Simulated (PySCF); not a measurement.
## How methods differ on the excitation energy of Ti(2+)

Ti(2+) [Ar] 3d2 (3F) → Ti(2+) [Ar] 3d1 4p1 (high-spin determinant), as a difference of total energies. Computed with PySCF 2.14 in x2c-QZVPPall with one added diffuse shell each of s, p, d, f, g type (12s8p6d4f3g, 121 functions), with scalar relativity by spin-free X2C-1e. Correlated levels: valence: [Ar] frozen; valence and next inner shell: [Ne] frozen. The calculations carry no spin-orbit coupling.

```csv
method,excitation energy (cm⁻¹)
UHF,74378
LDA,76338
PBE,75817
PBE0,76711
r2SCAN,78320
M06,75375
PBEsol,75969
LC-wPBE,79412
MP2 (valence),74999
SCS-MP2 (valence),74585
```

Q: Estimate what SCS-MP2 (valence and next inner shell) gives.

A: 75614 cm⁻¹, closest to PBE among the rows shown.

Q: Estimate what MP2 (valence and next inner shell) gives.

A: 75729 cm⁻¹, closest to PBE among the rows shown.

A first-order spin-orbit estimate (lowest level to lowest level, LS coupling) adds -0.018 eV.

The determinant of the upper state mixes LS terms, which raises its energy above the lowest term, most at the Hartree-Fock and MP2 levels.
